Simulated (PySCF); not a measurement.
In(OH)(NH2)2 (H5InN2O), SMILES [NH2][In]([NH2])[OH].

Geometry: PBE-D3(BJ)/def2-SVP. The structure was generated by enumeration; whether it is a known compound was not checked. The def2 effective core potentials stand for the cores of In; spin–orbit coupling is left out. The values are those of a single conformer.

Two levels are set side by side: PBE/def2-TZVP (PySCF) and B3LYP/def2-TZVP (PySCF). Same geometry, gas phase. Differences are taken from unrounded values.

```
quantity                     B3LYP    PBE  PBE minus B3LYP
---------------------------  -----  -----  ---------------
orbital gap (eV)              5.21   3.60            -1.61
highest occupied level (eV)  -6.98  -5.86             1.12
lowest empty level (eV)      -1.77  -2.26            -0.49
dipole moment (D)             3.12   2.93            -0.19
mean polarisability (bohr³)   57.6   60.3              2.7
```

Without exact exchange PBE keeps part of each electron's self-repulsion, which lifts occupied levels and narrows the gap. PBE's more diffuse valence density responds more strongly to a field. Differences between two approximate levels are no errors against the true value.

Rough cost on one machine, each run with all the roots and properties that it gave: B3LYP against PBE within a factor of 2.
